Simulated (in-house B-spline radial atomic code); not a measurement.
**RPA and G0W0 on PBE: Ca5+**

Configuration [Ne] 3s2 3p3, highest spin, mean-field start PBE. Computed with an all-electron radial atomic-structure program (B-spline basis): all electrons, non-relativistic, point nucleus, each spin shell either full or empty, empty states to l = 9 with an (l + 1/2)⁻⁴ tail; G0W0 by contour deformation at full frequency.

Command:
```bash
python run_gw.py task.json out
```
Settings (radii: box in bohr, nucleus in fm):
```
Z                        20
electrons                15
configuration            [Ne] 3s2 3p3
hamiltonian              nr
method                   pbe,pbe
lmax                     9
spin_polarised           True
box_radius               10.43
intervals                48
```

Time taken, with all properties: 1.9 s on 1 thread of Arm Neoverse N1, with other jobs on the host.

Energies (hartree):

| term | value |
| --- | --- |
| mean-field total | -669.25751 |
| Hartree-Fock functional on these orbitals | -668.86201 |
| direct second order | -1.0893 |
| second-order exchange | 0.39714 |
| SOSEX correction | 0.35807 |

(1) What is the RPA correlation energy, and what remains with SOSEX?

Quasi-particle levels (eV):

| level | occupied | mean field | Σx - vxc | Σc | QP weight | G0W0 |
| --- | --- | --- | --- | --- | --- | --- |
| 3p up | yes | -98.27 | -9.43 | ? | ? | ? |
| 3s down | yes | -112.42 | -6.33 | -3.01 | 0.951 | -121.76 |
| 2p down | yes | -415.21 | -34.23 | 8.38 | 0.886 | -441.07 |
| 3p down | no | -92.55 | 11.19 | -3.53 | 0.944 | -84.88 |

G0W0 = mean field + (Σx - vxc) + Σc, with Σc (partial-wave tail included) taken at the quasi-particle energy. Only the outer levels were computed. Levels of low weight are left out.

(2) Where does G0W0 put 3p up?

Results:

(1) RPA gives -0.95174 hartree (-1.73 eV per electron); RPA + SOSEX gives -0.59367, and the second-order doubles -0.69216 hartree (no singles). SOSEX takes back 38 % of the RPA value.

(2) At -107.80 eV, with Σc = -0.10 eV and a quasi-particle weight of 0.944. The tabulated removal energy is 108.78 ± 0.25 eV (NIST, semi-empirical); the calculation leaves out relativity, Breit and QED terms, and what these don't explain is the method's own error.
